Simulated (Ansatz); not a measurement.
Mg(Et)(SH) (C₂H₆MgS), SMILES [Mg]([CH2]C)[SH].

Geometry: PBE0-D3(BJ)/def2-SVP. The structure was generated by enumeration; whether it is a known compound was not checked. One conformer was computed; it need not be the lowest.

Two levels are set side by side: PBE/def2-SVPD (Ansatz, an electronic-structure program) and CAM-B3LYP/def2-SVPD (Ansatz). Energy differences of separate SCF runs at the same geometry; the states with an electron removed or added have multiplicity 2 and 2. Differences are taken from unrounded values.

```tsv
quantity	PBE
vertical ionisation energy (eV)	8.36
vertical singlet–triplet gap (eV)	3.76
```

Question: These are the PBE values. What does CAM-B3LYP give? (Estimate from the structure and the level; the computed values follow.)

Answer: 
```
quantity                           CAM-B3LYP  PBE minus CAM-B3LYP
---------------------------------  ---------  -------------------
vertical ionisation energy (eV)         8.90                -0.54
vertical singlet–triplet gap (eV)       4.31                -0.55
```
